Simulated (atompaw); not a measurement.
Logarithmic derivatives: Cu (Z = 29), PAW (atompaw)

- Element: copper (Cu)
- Generator: atompaw 4.2.0.5
- Type: PAW
- Functional: PBEsol
- Relativity: scalar-relativistic
- Frozen core: [Ar]
- Valence charge: 11
- Reference configuration: 3d10 4s1 4p0
- Partial waves: 4s (bound); 4s channel at 4.05 Ry; 4p (bound, empty); 4p channel at 2.85 Ry; 3d (bound); 3d channel at 0.65 Ry
- Local potential: troulliermartins scheme with l = 3 at 0 Ry, radius 2.65 bohr
- Core correction: smooth core density matched at 2.45 bohr
- Augmentation charge: sinc compensation charge, radius 2.75 bohr; PAW radius 3.00 bohr; waves and projectors: bloechl

The phase is arctan(r·u′/u) with u = r·R(r), unwrapped; energies in Ry, scanned from -2 to 5 Ry. A pole is an energy at which the radial function vanishes at the test radius. The pseudo phase is shifted by a multiple of π to meet the all-electron one at the reference energy, and phase errors are pseudo minus all-electron; the curves can meet again beyond the range given. Levels narrower than the energy grid can be missing from the lists of poles.

For each channel, where are the poles, and over which energies does the pseudopotential scatter like the atom?

| channel | radius (bohr) | reference energy (Ry) | poles, all-electron | poles, pseudo | unbroken range about the reference energy with phases within 0.05 rad | phase error 1 Ry above the reference energy (rad) |
| --- | --- | --- | --- | --- | --- | --- |
| s | 3.02 | -0.34 | 0.52 | 0.51 | below 2.5 | -0.003 |
| p | 3.02 | -0.05 | 1.36 | 1.36 | the whole range | -0.001 |
| d | 3.02 | -0.37 | -0.32, 2.95 | -0.32, 3.20 | below 3.6 | +0.000 |

Phases in the s channel:

| E (Ry) | all-electron | pseudo |
| --- | --- | --- |
| -2.00 | 1.289 | 1.288 |
| -1.76 | 1.260 | 1.258 |
| -1.52 | 1.219 | 1.217 |
| -1.28 | 1.157 | 1.156 |
| -1.04 | 1.054 | 1.052 |
| -0.80 | 0.840 | 0.838 |
| -0.56 | 0.274 | 0.272 |
| -0.32 | -0.737 | -0.737 |
| -0.08 | -1.236 | -1.236 |
| 0.16 | -1.432 | -1.433 |
| 0.40 | -1.535 | -1.538 |
| 0.64 | -1.603 | -1.606 |
| 0.88 | -1.656 | -1.660 |
| 1.12 | -1.704 | -1.709 |
| 1.36 | -1.752 | -1.759 |
| 1.60 | -1.807 | -1.816 |
| 1.84 | -1.877 | -1.889 |
| 2.08 | -1.977 | -1.996 |
| 2.32 | -2.144 | -2.174 |
| 2.56 | -2.465 | -2.518 |
| 2.80 | -3.095 | -3.166 |
| 3.04 | -3.783 | -3.818 |
| 3.28 | -4.154 | -4.166 |
| 3.52 | -4.339 | -4.343 |
| 3.76 | -4.445 | -4.445 |
| 4.00 | -4.513 | -4.513 |
| 4.24 | -4.560 | -4.560 |
| 4.48 | -4.596 | -4.597 |
| 4.72 | -4.624 | -4.627 |
| 4.96 | -4.647 | -4.652 |
